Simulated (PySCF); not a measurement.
Ga(H)2(SH) (GaH3S), SMILES [SH][GaH2]. The structure is a stationary point at ωB97X-D3(BJ)/def2-TZVP.

Problem. Give the equilibrium geometry at ωB97X-D3(BJ)/def2-TZVP (PySCF confirms it by a frequency run) as a Z-matrix, and its point group. (An estimate is asked for; the answer gives what the named calculation found.)

Solution. point group Cs.
```
Ga
H 1 1.5555
H 1 1.5568 2 126.23
S 1 2.1906 2 115.70 3 180.00
H 4 1.3391 1 95.33 2 180.00
```
